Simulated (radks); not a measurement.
Spherical quantum dot in the effective-mass picture: electrons in a parabolic well V = omega^2 r^2 / 2 with omega = 2.05, all in effective atomic units (hartree* = m*/eps^2 hartree, bohr* = eps/m* bohr), one dielectric constant everywhere. Calculated with a radial shooting solver with Libxc functionals: non-relativistic Kohn-Sham, r2SCAN, spin-polarised, spherical densities, generalised Kohn-Sham scheme. Levels are named by radial order and angular momentum (1s, 1p, 1d, 2s, ...), and open shells are averaged over m. Results are scaled to m* = 0.116 and eps = 9.9, for which hartree* = 32.21 meV and bohr* = 4.516 nm.

N = 27, configuration 1s2 1p6 1d10 2s2 1f(up 7, down 0). This is the lowest configuration that the search found. Occupied and some empty levels:

level    occupation  eigenvalue (meV)  <r> (nm)
1s up             1            647.63     5.098
1s down           1            649.02     4.968
1p up             3            681.11     6.446
1p down           3            684.54     6.338
1d up             5            718.35     7.377
1d down           5            723.39     7.318
2s up             1            724.89     6.414
2s down           1            728.83     6.478
1f up             7            759.32     8.111
1f down           0            765.40     8.088
2p up             0            770.70     7.212
2p down           0            774.44     7.254
1g up             0            803.62     8.736
1g down           0            810.38     8.737
2d up             0            818.15     7.978
2d down           0            822.48     7.982

Energy (meV): total 12898.4, kinetic 1870.4, external 4932.6, Hartree 6695.7, exchange-correlation -600.39.

Electron density:

r (nm)  n(r) (e/nm^3)
0.297         0.01197
1.04          0.01127
1.79          0.01010
2.53         0.008967
3.28         0.008310
4.03         0.008278
4.77         0.008668
5.52         0.009035
6.26         0.008926
7.01         0.008089
7.75         0.006588
8.50         0.004759
9.24         0.003026
9.99         0.001678
10.7        0.0008143
11.5        0.0003440
12.2        0.0001265
13.0       0.00004058
13.7       0.00001139
14.5        2.764e-06
